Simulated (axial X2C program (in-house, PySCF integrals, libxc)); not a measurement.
## How the levels of INdI (f3 s1 d(πδ)0 orbitals) move with the bond length

Calculated with an axial X2C code built on PySCF integrals: two-component X2C with atomic mean-field Coulomb and Gaunt terms, basis I dyall-v3z, Nd dyall-v3z (cores contracted in-house). Orbitals come from Hartree–Fock averaged over the configuration Nd f3 s1 d(πδ)0; CI then distributes these electrons over the f, s, d(πδ) shells of Nd.

At I–Nd–I held linear, both bonds 2.992 Å:

```json
{"Ω": "6", "energy (cm⁻¹)": "0", "g∥": "8.37", "configuration": "100% f3 d(πδ)1"}
{"Ω": "5", "energy (cm⁻¹)": "445", "g∥": "6.88", "configuration": "99% f3 d(πδ)1"}
{"Ω": "4", "energy (cm⁻¹)": "628", "g∥": "5.00", "configuration": "78% f3 d(πδ)1 + 22% f3 s1"}
{"Ω": "3", "energy (cm⁻¹)": "1044", "g∥": "3.27", "configuration": "64% f3 d(πδ)1 + 36% f3 s1"}
{"Ω": "2", "energy (cm⁻¹)": "1450", "g∥": "1.74", "configuration": "72% f3 s1 + 28% f3 d(πδ)1"}
{"Ω": "7", "energy (cm⁻¹)": "1503", "g∥": "12.51", "configuration": "100% f3 d(πδ)1"}
{"Ω": "4", "energy (cm⁻¹)": "1641", "g∥": "5.05", "configuration": "76% f3 s1 + 24% f3 d(πδ)1"}
{"Ω": "1", "energy (cm⁻¹)": "1725", "g∥": "0.63", "configuration": "92% f3 s1 + 8% f3 d(πδ)1"}
{"Ω": "3", "energy (cm⁻¹)": "1811", "g∥": "4.08", "configuration": "65% f3 s1 + 35% f3 d(πδ)1"}
{"Ω": "6", "energy (cm⁻¹)": "1835", "g∥": "10.89", "configuration": "98% f3 d(πδ)1"}
{"Ω": "0", "energy (cm⁻¹)": "1836", "g∥": "0.00", "configuration": "95% f3 s1"}
{"Ω": "5", "energy (cm⁻¹)": "1893", "g∥": "8.66", "configuration": "50% f3 d(πδ)1 + 50% f3 s1"}
{"Ω": "2", "energy (cm⁻¹)": "2019", "g∥": "2.56", "configuration": "64% f3 d(πδ)1 + 36% f3 s1"}
{"Ω": "4", "energy (cm⁻¹)": "2200", "g∥": "6.91", "configuration": "57% f3 s1 + 43% f3 d(πδ)1"}
```

g∥ is the magnitude of 2⟨Lz + ge Sz⟩ for the +Ω component. The lowest 14 levels at most are listed.

At I–Nd–I held linear, both bonds 3.231 Å:

| Ω | energy (cm⁻¹) | g∥ | configuration |
| --- | --- | --- | --- |
| 6 | 0 | 8.38 | 100% f3 d(πδ)1 |
| 5 | 397 | 6.82 | 100% f3 d(πδ)1 |
| 4 | 719 | 5.09 | 96% f3 d(πδ)1 |
| 3 | 1195 | 3.34 | 95% f3 d(πδ)1 + 5% f3 s1 |
| 7 | 1530 | 12.53 | 100% f3 d(πδ)1 |
| 2 | 1777 | 1.70 | 94% f3 d(πδ)1 + 6% f3 s1 |
| 6 | 1833 | 10.80 | 100% f3 d(πδ)1 |
| 5 | 2124 | 8.81 | 96% f3 d(πδ)1 |
| 1 | 2351 | 0.37 | 94% f3 d(πδ)1 + 6% f3 s1 |
| 4 | 2512 | 6.94 | 94% f3 d(πδ)1 + 6% f3 s1 |
| 0 | 2648 | 0.00 | 94% f3 d(πδ)1 + 6% f3 s1 |
| 4 | 2912 | 5.17 | 91% f3 s1 + 9% f3 d(πδ)1 |
| 3 | 2942 | 4.31 | 74% f3 s1 + 26% f3 d(πδ)1 |
| 2 | 2978 | 2.52 | 88% f3 s1 + 12% f3 d(πδ)1 |

The lowest level lies 1047 cm⁻¹ above the lowest at the first distance.

(1) How does the gap from the lowest to the fifth level change between the two distances?

Dynamic correlation is missing, so gaps between terms are too wide and other configurations may lie lower; the lowest level listed is that of this model, not necessarily the ground state. The lowest levels belong to f3 d(πδ)1, not to the averaged configuration, so orbitals and distance suit them less well. At most 4 roots were kept for each Ω > 0 (twice that for Ω = 0) within 2.2 eV of the lowest, so higher up levels can be missing between those listed; levels with Ω > 0 are doubly degenerate and listed once, Ω = 0 levels singly. States that fill the shells left empty in the average are placed too high. The molecule was held linear; bending was not examined.

Answers

(1) From 1450 to 1530 cm⁻¹, a factor of 1.05.
